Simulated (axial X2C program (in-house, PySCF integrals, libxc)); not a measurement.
**GdC: the levels of the configuration f7 s1**

Calculated with an axial X2C code built on PySCF integrals: two-component X2C with atomic mean-field Coulomb and Gaunt terms, basis Gd dyall-v3z, C dyall-v3z (cores contracted in-house). Orbitals come from Hartree–Fock averaged over the configuration Gd f7 s1; CI then distributes these electrons over the f, s shells of Gd.

R = 2.007 Å (near the minimum of the configuration average).

Active spinors (ω > 0):

```csv
shell,ω,ε (eV),character
f,5/2,-5.23,100% Gd f
f,3/2,-5.14,100% Gd f
f,1/2,-5.05,98% Gd f
f,7/2,-4.60,100% Gd f
f,5/2,-4.51,100% Gd f
f,1/2,-4.39,100% Gd f
f,3/2,-4.39,99% Gd f
s,1/2,-2.87,"71% Gd s, 22% Gd p, 4% C p"
```

Lowest levels of this model:

```
Ω  energy (cm⁻¹)     g∥  μ (D)  configuration
4              0  15.94  -4.25     100% f7 s1
3             14  11.95  -4.25     100% f7 s1
2             24   7.97  -4.26     100% f7 s1
1             30   3.98  -4.26     100% f7 s1
0             32   0.00  -4.26     100% f7 s1
3           1824  11.96  -4.25     100% f7 s1
2           1865   7.98  -4.25     100% f7 s1
1           1890   3.99  -4.26     100% f7 s1
0           1898   0.00  -4.26     100% f7 s1
```

g∥ is the magnitude of 2⟨Lz + ge Sz⟩ for the +Ω component. μ is positive if the C end is positive.

From Ω and g∥ of the lowest level, whose 2⟨Lz + ge Sz⟩ is positive, find ⟨Sz⟩ and ⟨Lz⟩ (ge = 2.0023).

Ω = ⟨Lz⟩ + ⟨Sz⟩ = 4 and ⟨Lz⟩ + ge⟨Sz⟩ = 7.970, so ⟨Sz⟩ = 3.96 and ⟨Lz⟩ = 0.04.

Occupations of the active spinors in the lowest level by ω, shell by shell in order of energy: -7/2: 0.00; -5/2: 0.90 0.10; -3/2: 0.80 0.20; -1/2: 0.64 0.36 0.00; 1/2: 0.49 0.51 1.00; 3/2: 0.32 0.68; 5/2: 0.16 0.84; 7/2: 1.00. The leading determinant has weight 0.14 among 800.

This point took 1.5 s on 1 thread of AMD EPYC 9R45 96-Core Processor (Zen 5) (shared host).

Dynamic correlation is missing, so gaps between terms are too wide and other configurations may lie lower; the lowest level listed is that of this model, not necessarily the ground state. At most 4 roots were kept for each Ω > 0 (twice that for Ω = 0) within 2.2 eV of the lowest, so higher up levels can be missing between those listed; levels with Ω > 0 are doubly degenerate and listed once, Ω = 0 levels singly.
